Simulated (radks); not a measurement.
The numbers below are computed, except where a source is named.
Ionisation of neutral selenium, [Ar] 3d10 4s2 4p4, to Se+, [Ar] 3d10 4s2 4p3, under several functionals. Scalar-relativistic Kohn-Sham, spin-polarised, spherical densities, point nucleus; open shells are filled with parallel spins first; a radial shooting solver on a logarithmic mesh with Libxc functionals.

| functional | E(Se) (hartree) | Exc (hartree) | IE (eV) | -e(HOMO) (eV) | <r> HOMO (bohr) | IE error (eV) |
|---|---|---|---|---|---|---|
| Wu-Cohen GGA | -2429.47865 | -87.31852 | 9.557 | 5.636 | 2.324 | -0.196 |
| exchange-only PBE | -2428.36814 | -86.17270 | 8.398 | 4.608 | 2.418 | -1.354 |
| exchange-only LDA | -2423.76160 | -81.49950 | 8.245 | 4.477 | 2.387 | -1.508 |
| LDA (Slater exchange, Perdew-Zunger correlation) | -2426.80901 | -84.60430 | 9.964 | 5.951 | 2.335 | +0.211 |
| PBEsol | -2428.32928 | -86.14788 | 9.518 | 5.616 | 2.335 | -0.235 |
| B86b exchange with PBE correlation | -2430.41731 | -88.26904 | 9.551 | 5.630 | 2.339 | -0.202 |

NIST Atomic Spectra Database: 9.752 eV (measured). Closest: Wu-Cohen GGA. The Delta-SCF values span 1.72 eV, the total energies 6.66 hartree. The highest occupied level is 4p. Open shells are spherical and high-spin; term and fine-structure splittings are not resolved.
